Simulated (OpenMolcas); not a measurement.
# Kr4+: the spin-orbit constant, Slater's ratio, worked from levels

- Program: OpenMolcas 26.06
- Basis: ANO-RCC-VDZP [5s4p2d]
- Scalar Hamiltonian: DKH2, point nucleus
- Active space: 2 electrons in 3 orbitals (4p)
- State averaging: 2S+1 = 3 even, 3 roots; 2S+1 = 1 even, 6 roots
- Spin-orbit coupling: state interaction with AMFI integrals over the reference wave functions, term energies averaged over their components

Methods: CASSCF; SS-CASPT2, IPEA 0.25 Eh, imaginary shift 0.1 Eh (closed shells correlated: 3d 4s). Measured levels: Saloman, J. Phys. Chem. Ref. Data 36, 215 (2007).

**The spin-orbit constant.** For the Hund term 3P of p2, E(J) = (A/2) J(J+1) + constant and ζ = 2S·A = 2A. From J = 0 to J = 2 the energy changes by 3 A.

```json
{"Source": "CASSCF", "E(2) - E(0)": "7147.4", "A": "2382.5", "ζ": "4765"}
{"Source": "SS-CASPT2", "E(2) - E(0)": "7188.1", "A": "2396.0", "ζ": "4792"}
{"Source": "measured", "E(2) - E(0)": "7595.3", "A": "2531.8", "ζ": "5064"}
```

All in cm-1. SS-CASPT2 is off by -5.4 % and CASSCF by -5.9 %. Both methods take the spin-orbit matrix elements from the reference wave functions, so the second can move ζ only through the term energies and any multistate remixing. Second-order mixing with other terms is absorbed into this ζ.

**Slater's ratio.** With one set of orbitals, p2 has 1D - 3P = 6 F2 and 1S - 1D = 9 F2 (F2 = F²/25), a ratio of 3/2. Term energies are centres of gravity, weighted by 2J + 1.

```csv
Source,1D - 3P,1S - 3P,F2 from the first,Ratio
CASSCF,16996,40656,2833,1.392
SS-CASPT2,15942,36282,2657,1.276
measured,14256,33737,2376,1.367
```

Energies in cm-1. A ratio away from 3/2 shows effects beyond one configuration with one set of orbitals, and in heavier atoms second-order spin-orbit shifts.

Term energies are means over components that CASPT2 splits; among the terms shown or strongly mixed into the levels shown the widest spread is 110 cm-1 (4s2 4p2 1D, SS-CASPT2). With the s shell closed, the reference lacks s² → p² mixing. The basis is small and was not contracted for so high a charge. Computed and measured levels are paired by configuration, term and J; levels that our copy of the source lacks, or whose pairing is in doubt (as where it misses far off the trend of its configuration), stay unpaired and out of the deviations. Levels of configurations outside the active space are missing.
